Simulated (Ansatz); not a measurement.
Cost and result up the ladder for As(OEt)3 (C₆H₁₅AsO₃) (25 atoms). Total charge 0; singlet. Geometry: r2SCAN-D4/def2-SVP.

```xyz
25

As    0.7761    0.0833   -0.7384
O     0.8795    0.9461    0.8243
C     2.0250    0.7208    1.6412
C     1.9055    1.5968    2.8693
H     2.0768   -0.3465    1.9320
H     2.9584    0.9594    1.0885
H     2.7703    1.4538    3.5363
H     1.8556    2.6584    2.5812
H     0.9875    1.3483    3.4244
O     0.3192   -1.4881   -0.0179
C    -0.0545   -2.5463   -0.8958
C    -0.3103   -3.7815   -0.0602
H    -0.9658   -2.2651   -1.4584
H     0.7458   -2.7448   -1.6400
H    -0.6099   -4.6285   -0.6973
H     0.5966   -4.0641    0.4965
H    -1.1130   -3.5871    0.6678
O    -0.9026    0.5906   -1.0867
C    -1.1193    1.9185   -1.5555
C    -2.5933    2.0749   -1.8593
H    -0.8048    2.6468   -0.7830
H    -0.5160    2.1206   -2.4659
H    -2.8116    3.0921   -2.2208
H    -2.9060    1.3533   -2.6300
H    -3.1892    1.8880   -0.9525
```

Ansatz on 4 threads of Intel Xeon on a shared host. Times are rough, and most runs start from the orbitals of an earlier one. PBE0-D4/def2-TZVP serves as the yardstick here, not as an exact answer. Differences are given only for rows in sets of like size (and for xTB, whose basis is part of the method), since another set adds its own error. Binding counts from free atoms at the same level (As quartet, O triplet, C triplet, H doublet; other spins of the atoms weren't run), without zero-point energy or a counterpoise term.

Correlated methods freeze 18 core orbitals; core or outer-core shells of As are correlated, in sets that lack core-valence functions. The rows differ in basis, and correlated rows in double-zeta sets carry the largest basis error.

Correlated methods converge slowly with the basis, most of all in double-zeta sets.

```tsv
level	functions	wall time	binding energy per atom (eV)	difference from PBE0-D4/def2-TZVP (eV)
HF/STO-3G	78	2.3 s	3.44	–
PBE-D4/def2-SVP	233	11 s	4.14	–
PBE0-D4/def2-SVP	233	17 s	4.05	–
MP2/def2-SVP	233	18 s	3.85	–
PBE-D4/def2-TZVP	417	21 s	4.11	0.09
BLYP-D4/def2-TZVP	417	23 s	4.02	0.00
r2SCAN-D4/def2-TZVP	417	31 s	4.02	0.00
PBE0-D4/def2-TZVP	417	45 s	4.02	0.00
BHLYP-D4/def2-TZVP (with forces)	417	71 s	3.88	-0.14
```
